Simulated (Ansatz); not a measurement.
Ansatz (a program for electronic structure) input (B3LYP-D3(BJ)/def2-TZVP):

Ansatz 0.2 input:
```yaml
crystal:
  periodic: [false, false, false]
  atoms:
    - {symbol: F, position_ang: [-0.46408392, -1.99060673, 0.09777359]}
    - {symbol: As, position_ang: [-0.55076726, 0.04233391, 0.15993290]}
    - {symbol: F, position_ang: [1.15880430, -0.07757242, -0.28790675]}
    - {symbol: F, position_ang: [-0.19083061, 2.04440806, 0.05503787]}
basis:
  gaussian:
    orbitals: def2-TZVP
hamiltonian:
  xc: b3lyp
  dispersion: d3bj
total_charge: -1
magnetization: {spin_polarized: true, initial_magnetization: 1}
relax: {f_tol: 0.002, max_steps: 150}
```

Output:

```
Functional definition: B3LYP
integrals: 0.05 GiB planned
884 factors; their error is unknown
mean field: 0.73 GiB planned
mean field evaluation 1: about -68998.1335 eV, gradient 1.9e1 eV
mean field evaluation 2: about -68996.2954 eV, gradient 3.3e1 eV
mean field evaluation 4: about -68999.2860 eV, gradient 9.1e-1 eV
mean field evaluation 8: about -68999.5199 eV, gradient 2.6e-1 eV
mean field evaluation 16: about -68999.5200 eV, gradient 4.2e-5 eV
mean field -68999.52002652 eV, -2535.6855914202 hartree, gradient 4.2e-5 eV, S^2 0.753343; 0 other end points of the search recorded, 0 dependent functions left out
the calculation of the forces begins
reference -68999.52019154 eV, -2535.6855974844 hartree; 31, 30 occupied and 110, 111 virtual orbitals, 884 factors
relax step   1: F+E_penalty+E_count = -68999.60532128 eV  Δ(F+E_penalty+E_count) = +0.000e0 eV  max|allowed force component| = 9.689e-1 eV/Å  Δτ_max = 0.0000 Å  (30 SCF iters, accepted)
these checks for a lower state are left out or cut short: starts, cluster_reference, orbital_swaps, neighbouring_geometries, increment
integrals: 0.05 GiB planned
884 factors; their error is unknown
mean field: 0.73 GiB planned
mean field -68999.63611509 eV, -2535.6898575965 hartree, gradient 2.2e-5 eV, S^2 0.753545; 0 other end points of the search recorded, 0 dependent functions left out
the calculation of the forces begins
reference -68999.63627695 eV, -2535.6898635445 hartree; 31, 30 occupied and 110, 111 virtual orbitals, 884 factors
relax step   2: F+E_penalty+E_count = -68999.72129404 eV  Δ(F+E_penalty+E_count) = -1.160e-1 eV  max|allowed force component| = 4.367e-1 eV/Å  Δτ_max = 0.0817 Å  (33 SCF iters, accepted)
these checks for a lower state are left out or cut short: starts, cluster_reference, orbital_swaps, neighbouring_geometries, increment
integrals: 0.05 GiB planned
884 factors; their error is unknown
mean field: 0.74 GiB planned
mean field -68999.65546027 eV, -2535.6905685185 hartree, gradient 1.4e-5 eV, S^2 0.753657; 0 other end points of the search recorded, 0 dependent functions left out
the calculation of the forces begins
reference -68999.65562261 eV, -2535.6905744845 hartree; 31, 30 occupied and 110, 111 virtual orbitals, 884 factors
relax step   3: F+E_penalty+E_count = -68999.74090993 eV  Δ(F+E_penalty+E_count) = -1.962e-2 eV  max|allowed force component| = 1.779e-1 eV/Å  Δτ_max = 0.0371 Å  (33 SCF iters, accepted)
these checks for a lower state are left out or cut short: starts, cluster_reference, orbital_swaps, neighbouring_geometries, increment
integrals: 0.05 GiB planned
884 factors; their error is unknown
mean field: 0.74 GiB planned
mean field evaluation 32: about -68999.4246 eV, gradient 1.6e-3 eV
mean field -68999.65655493 eV, -2535.6906087466 hartree, gradient 1.4e-5 eV, S^2 0.753659; 0 other end points of the search recorded, 0 dependent functions left out
the calculation of the forces begins
reference -68999.65671756 eV, -2535.6906147233 hartree; 31, 30 occupied and 110, 111 virtual orbitals, 884 factors
relax step   4: F+E_penalty+E_count = -68999.74207369 eV  Δ(F+E_penalty+E_count) = -1.164e-3 eV  max|allowed force component| = 4.615e-2 eV/Å  Δτ_max = 0.0078 Å  (35 SCF iters, accepted)
these checks for a lower state are left out or cut short: starts, cluster_reference, orbital_swaps, neighbouring_geometries, increment
integrals: 0.05 GiB planned
884 factors; their error is unknown
mean field: 0.74 GiB planned
mean field -68999.65669828 eV, -2535.6906140147 hartree, gradient 1.9e-5 eV, S^2 0.753656; 0 other end points of the search recorded, 0 dependent functions left out
the calculation of the forces begins
reference -68999.65686109 eV, -2535.6906199977 hartree; 31, 30 occupied and 110, 111 virtual orbitals, 884 factors
relax step   5: F+E_penalty+E_count = -68999.74226149 eV  Δ(F+E_penalty+E_count) = -1.878e-4 eV  max|allowed force component| = 1.243e-3 eV/Å  Δτ_max = 0.0077 Å  (35 SCF iters, accepted)
integrals: 0.05 GiB planned
884 factors; their error is unknown
mean field: 0.74 GiB planned
mean field evaluation 64: about -68999.6567 eV, gradient 3.1e-4 eV
mean field -68999.65669828 eV, -2535.6906140147 hartree, gradient 1.5e-5 eV, S^2 0.753656; 1 other end points of the search recorded, 0 dependent functions left out
the calculation of the forces begins
reference -68999.65686109 eV, -2535.6906199977 hartree; 31, 30 occupied and 110, 111 virtual orbitals, 884 factors
Total energy: -68999.74242430 eV, -2535.6937643878 hartree
Atom 0 at    -0.523445    -1.903793     0.122021 Å, force    -0.000268    -0.000622     0.000387 eV/Å
Atom 1 at    -0.497493     0.038823     0.128851 Å, force    -0.000762     0.000040    -0.000417 eV/Å
Atom 2 at     1.235489    -0.083099    -0.307088 Å, force     0.001243    -0.000130    -0.000352 eV/Å
Atom 3 at    -0.261428     1.966631     0.081053 Å, force    -0.000213     0.000712     0.000382 eV/Å
Dipole moment:    -0.254310     0.017902     0.064416 e Å
```
